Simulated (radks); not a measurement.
The numbers below are computed, except where a source is named.
Removal energies from the strontium ion Sr+, [Kr] 5s1, by Delta-SCF beside the eigenvalue of the level emptied. Level of theory: scalar-relativistic Kohn-Sham, PBE, spin-polarised, spherical densities, finite nucleus; Fermi nuclear charge, rms radius of each element as measured or else 0.836 A^(1/3) + 0.57 fm (a radial shooting solver on a logarithmic mesh with Libxc functionals). Open shells are filled with parallel spins first.

\begin{tabular}{lrrr}
removed from & final configuration & Delta-SCF (eV) & -eigenvalue (eV) \\ \hline
5s & [Kr] & 11.193 & 8.677 \\
4p & [Ar] 3d10 4s2 4p5 5s1 & 34.920 & 29.004 \\
4s & [Ar] 3d10 4s1 4p6 5s1 & 53.694 & 47.147 \\
3d & [Ar] 3d9 4s2 4p6 5s1 & 149.00 & 134.37 \\
\end{tabular}
